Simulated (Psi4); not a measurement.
Psi4 input (wB97X-D/6-311+G**):

```
memory 1500 MB

molecule {
-1 1
C    -2.12108100    1.55816400    0.28338100
Si   -0.92849400    0.50639400    1.03782200
C    -1.41965000   -1.32642800    1.16750300
Si    1.30483300    0.25142700    0.09207600
Cl    1.24761000   -0.75670500   -1.80771600
H    -2.51100400    1.28901200   -0.69752200
H    -2.02800300    2.63437100    0.41949300
H    -0.50138700    0.97180200    2.40568400
H    -1.57782000   -1.73759200    0.16700600
H    -0.64562800   -1.92513200    1.65613300
H    -2.35378500   -1.42547500    1.72622700
H     1.96411000    1.55123700   -0.25728300
H     2.41977500   -0.49414600    0.78756300
symmetry c1
no_reorient
no_com
}

set {
  basis 6-311+G**
  reference rks
  scf_type df
  df_basis_scf def2-universal-jkfit
  dft_radial_points 99
  dft_spherical_points 590
  e_convergence 1e-8
  d_convergence 1e-7
  maxiter 150
}

e = energy('wb97x-d')
print_out(f'\nFINAL {e:.10f} DIPOLE {variable("CURRENT DIPOLE")[0]:.6f} {variable("CURRENT DIPOLE")[1]:.6f} {variable("CURRENT DIPOLE")[2]:.6f}\n')
```

From the output:

```
     160A      3.172202   161A      3.410184   162A      3.664456
     163A      3.986607   164A      4.001851   165A      4.037782
     166A      5.811602   167A      5.948693   168A      9.962025
     169A     11.638524   170A     11.652586   171A     11.674411
     172A     11.730616   173A     11.761259   174A     11.889539
     175A     24.172290   176A     24.217173   177A     26.135329
     178A     26.192152   179A     26.429850   180A    141.329672
     181A    141.459217   182A    216.036298

    Final Occupation by Irrep:
              A
    DOCC [    33 ]
    NA   [    33 ]
    NB   [    33 ]

  @DF-RKS Final Energy: -1120.27781543770948

   => Energetics <=

    Nuclear Repulsion Energy =            332.6283295343984605
    One-Electron Energy =               -2219.3971134132825682
    Two-Electron Energy =                 826.9167509803675102
    DFT Exchange-Correlation Energy =     -60.4200339109925508
    Empirical Dispersion Energy =          -0.0057486282005631
    VV10 Nonlocal Energy =                  0.0000000000000000
    Total Energy =                      -1120.2778154377094779

Computation Completed

Properties will be evaluated at   0.000000,   0.000000,   0.000000 [a0]

Properties computed using the SCF density matrix

 Multipole Moments:

 ------------------------------------------------------------------------------------
     Multipole            Electronic (a.u.)      Nuclear  (a.u.)        Total (a.u.)
 ------------------------------------------------------------------------------------

 L = 1.  Multiply by 2.5417464519 to convert [e a0] to [Debye]
 Dipole X            :          1.4152420           -0.0000227            1.4152193
 Dipole Y            :         -1.1073553            0.0000038           -1.1073515
 Dipole Z            :          0.0145196            0.0000094            0.0145291
 Magnitude           :                                                    1.7970209

 ------------------------------------------------------------------------------------

FINAL -1120.2778154377 DIPOLE 1.415219 -1.107351 0.014529

*** Psi4 exiting successfully. Buy a developer a beer!
```

The dipole moment of an ion depends on the origin.

The geometry given is a B3LYP-D3(BJ)/def2-TZVP minimum.
